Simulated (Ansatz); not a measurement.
Reactions of C$_{2}$H$_{10}$Si$_{2}$, SMILES `CC[SiH2][SiH3]`.

Computed with Ansatz on PBE0-D4/def2-TZVP structures; ΔE is electronic, products minus reactants. CCSD(T)/CBS adds triple-zeta CCSD(T) − MP2 to the extrapolated MP2 energy (def2 sets, frozen cores). This one scheme is used for every species. DFT in def2-TZVPP. B3LYP here is the variant with VWN-RPA as its local correlation; programs differ in this. def2 core potentials past Kr. For Ge, Te outer-core shells are correlated without core-valence functions, which leaves a few kJ/mol of doubt a bond. Scalar relativity is left out up to krypton. Each species was taken in one conformer, which may not be the lowest.

```tsv
reaction	B3LYP-D4 (eV)	HF/CBS(def2) (eV)	CCSD(T)/CBS(def2) (eV)
`CC[SiH2][SiH3]` + `[NH2][GeH3]` → `[SiH3][SiH2][NH][GeH3]` + `CC`	-0.66	-0.78	-0.64
`CC[SiH2][SiH3]` + H₂Te → `[SiH3][SiH2]C[TeH]` + CH₄	-0.28	-0.11	-0.34
`CC[SiH2][SiH3]` + H₂ → `CC[SiH3]` + SiH₄	-0.21	-0.56	-0.19
`CC[SiH2][SiH3]` + `CBN` → `CBN[SiH3]` + `CC[SiH3]`	-0.35	-0.57	-0.38
`CC[SiH2][SiH3]` + H₂Te → `CC[SiH2][TeH]` + SiH₄	-0.65	-0.73	-0.72
`CC[SiH2][SiH3]` + `CBO` → `CBO[SiH2][SiH3]` + `CC`	-0.90	-1.08	-0.85
```

Largest T1 diagnostic: 0.013, for `CBO[SiH2][SiH3]`.
